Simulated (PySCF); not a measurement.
B(H)(F)(NMe2) (C2H7BFN), SMILES CN(C)BF.

The structure is a stationary point at B3LYP-D3(BJ)/def2-SVP. This is a generated structure with no PubChem entry under its InChIKey; it may be hypothetical. Other conformers were not sampled.

These are PBE/def2-TZVP (PySCF) values and carry that method's errors.

Symmetry labels are those of the subgroup Cs that the program uses (full group Cs).

### Question
List the valence orbital energies around the gap with their symmetry. (Estimate from the structure and the level; the computed values follow.)

### Answer

| orbital | symmetry | energy (eV) |
|---|---|---|
| HOMO−7 | A" | -11.40 |
| HOMO−6 | A" | -10.15 |
| HOMO−5 | A' | -10.05 |
| HOMO−4 | A" | -9.69 |
| HOMO−3 | A' | -9.42 |
| HOMO−2 | A' | -9.20 |
| HOMO−1 | A' | -7.89 |
| HOMO | A" | -6.02 |
| LUMO | A" | -0.16 |
| LUMO+1 | A' | 0.27 |
| LUMO+2 | A' | 1.12 |
| LUMO+3 | A' | 1.73 |
